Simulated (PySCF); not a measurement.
**O²⁺: ionisation energy**

O²⁺ [He] 2s2 2p2 (3P) → O³⁺ [He] 2s2 2p1 (2P), as a difference of total energies. Computed with PySCF 2.14 in x2c-SVPall (3s2p1d, 14 functions), with the spin-free X2C one-electron Hamiltonian (Gaussian nucleus). Correlated levels: valence: 1s2 frozen. The calculations carry no spin-orbit coupling.

| method | ionisation energy (eV) | difference from reference (eV) |
| --- | --- | --- |
| UHF | 54.780 | -0.156 |
| LDA | 55.581 | +0.645 |
| M06-L | 55.355 | +0.419 |
| MP2 (valence) | 54.907 | -0.029 |
| SCS-MP2 (valence) | 54.804 | -0.132 |
| CCSD (valence) | 54.638 | -0.298 |
| CCSD(T) (valence) | 54.642 | -0.294 |

Reference: 54.936 eV (semi-empirical (NIST evaluation); NIST Atomic Spectra Database, ionization energies).

Errors of the correlated levels include the incompleteness of this basis and the frozen core.
